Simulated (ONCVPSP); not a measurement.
## Configuration tests for B (Z = 5) (ONCV)

boron, optimised norm-conserving Vanderbilt (ONCV), made with ONCVPSP 4.0.1 (PBE, fully relativistic). Core [He], reference 2s1.5 2p1.5. Waves: 2s: rc 1.05 bohr, ncon 4, nbas 7, qcut 5.1 1/bohr, 1 projector; 2p: rc 2.45 bohr, ncon 4, nbas 7, qcut 6.9 1/bohr, 2 projectors, debl 4 Ha. Local part: polynomial inside 1.00 bohr (lpopt 5, dvloc0 3 Ha). Core correction: Teter function, fcfact 3, rcfact 1.55.

Open shells are filled in proportion to 2j + 1.

Energies are relative to the spin-unpolarised reference configuration 2s1.5 2p1.5; without spin polarisation the order of configurations can differ from experiment.

| valence configuration | charge | ΔE all-electron (eV) | error AE − PS (meV) |
| --- | --- | --- | --- |
| 2s2 2p1 | 0 | -2.922 | -0.3 |
| 2s2 2p0 | +1 | 5.297 | +40 |

(1) What are ΔE and the potential's error for 2s1 2p0?

(2) What are ΔE and the potential's error for 2s1 2p1?

Levels in the configuration 2s2 2p1:

```csv
level,all-electron (eV),pseudo (eV)
2s j=1/2,-9.443,-9.437
2p j=3/2,-3.606,-3.601
2p j=1/2,-3.609,-3.604
```

Answers

(1) ΔE = 30.719 eV all-electron; the error (AE − PS) is +156 meV.

(2) ΔE = 11.438 eV all-electron; the error (AE − PS) is +3.9 meV.
